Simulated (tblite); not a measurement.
C4H7FO2Si2.
Cartesian coordinates in Å at the GFN2-xTB level; atoms count from 1:
```
atom  x, y, z in Å
C1    -1.5669   -1.6971    0.2725
C2    -0.9077   -0.4160   -0.1038
C3    -1.2857    0.8233    0.2476
F4    -2.3575    1.0836    1.0315
Si5   -0.0703    2.0674   -0.5471
Si6    0.6496   -0.0729   -1.1559
O7     2.0303   -0.6600   -0.3605
C8     2.5091   -0.1249    0.7236
O9     2.1022    0.8716    1.2506
H10   -2.4323   -1.5204    0.9095
H11   -1.8888   -2.2273   -0.6237
H12   -0.8628   -2.3393    0.8018
H13    0.5797    2.9943    0.3744
H14   -0.7293    2.8385   -1.6135
H15    0.8552   -0.9109   -2.3337
H16    3.3677   -0.7009    1.1153
```

Level: GFN2-xTB in tblite, geometry and Hessian alike; calculated harmonic values, unscaled, isolated species. The method is semi-empirical: single wavenumbers can be off by several per cent or more. Modes of hydrogen on silicon can be 10 to 20 % off. One conformer, not necessarily the lowest.

Harmonic wavenumbers (cm⁻¹): 41.4, 58.6, 100.9, 109.5, 130.3, 194.1, 223.1, 250.4, 299.3, 322.4, 371.3, 397.3, 404.4, 447.0, 493.8, 523.7, 526.9, 627.7, 634.0, 684.6, 756.4, 771.8, 791.9, 947.5, 1015.0, 1019.2, 1106.5, 1188.5, 1215.4, 1363.7, 1392.9, 1469.2, 1475.4, 1614.5, 1757.3, 2171.7, 2266.3, 2280.5, 2799.7, 2992.1, 3006.2, 3021.1.

A = 1571, B = 961.5, C = 808.0 MHz; mass 161.997 u (most abundant isotopes); point group C1, symmetry number 1.

Q: What is the zero-point energy?

A: Half the sum of the wavenumbers: 21632 cm⁻¹ = 61.85 kcal/mol.

Q: Give the ideal-gas entropy at 298.15 K and 1 bar in the rigid-rotor, harmonic-oscillator model (classical rotation).

A: Translation 41.18, rotation 29.96, vibration 35.91: S = 107.1 cal/(mol K).

Q: And Cp and H(298.15 K) − H(0)?

A: Cp = 43.13 cal/(mol K), of which vibrations give 35.18 (their classical limit is 42 R = 83.5); H(298.15 K) − H(0) = 7.97 kcal/mol without the zero-point energy, 5.60 from vibrations.

Q: Blend soft modes into free rotors: weight 1/[1 + (100 cm⁻¹/ν̃)⁴] for the oscillator and the rest for a rotor with moment μB/(μ + B), μ = h/(8π²ν), B = 10⁻⁴⁴ kg m². What vibrational entropy results?

A: 32.94 cal/(mol K) in place of 35.91, which changes −T·S at 298.15 K by +0.89 kcal/mol.

Q: Which modes carry the vibrational entropy at 298.15 K?

A: 41.4 cm⁻¹: 5.19; 58.6 cm⁻¹: 4.50; 100.9 cm⁻¹: 3.44; 109.5 cm⁻¹: 3.28; 130.3 cm⁻¹: 2.94; 194.1 cm⁻¹: 2.19 cal/(mol K); the other 36 give 14.38 together.

Q: What must be added to the electronic energy to get the Gibbs energy at 298.15 K and 1 bar?

A: ZPE + [H(298.15 K) − H(0)] − T·S = 61.85 + 7.97 − 31.92 = 37.90 kcal/mol.

Q: How do the functions run with temperature in this model?

A: 
| T (K) | S (cal/(mol K)) | Cp (cal/(mol K)) | H − H(0) (kcal/mol) | G − H(0) (kcal/mol) | ln q(vib) |
| --- | --- | --- | --- | --- | --- |
| 150 | 83.0 | 27.7 | 2.65 | -9.80 | 3.82 |
| 250 | 99.8 | 38.7 | 6.00 | -18.96 | 7.08 |
| 400 | 120.9 | 51.0 | 12.78 | -35.57 | 11.77 |
| 600 | 143.8 | 62.1 | 24.16 | -62.11 | 17.50 |
| 900 | 171.1 | 72.4 | 44.47 | -109.52 | 25.02 |

q(vib) and H(0) count from the zero-point level.

Hindered rotation and anharmonicity are outside this model. Other conformers, if any are populated, would add a mixing term that is left out. The structure is chiral; the term R ln 2 for an equal mix with its mirror image is left out.

The run took 1.2 s wall on Arm Neoverse N1, one thread, no GPU (shared host). This covers the Hessian and the dipole derivatives.
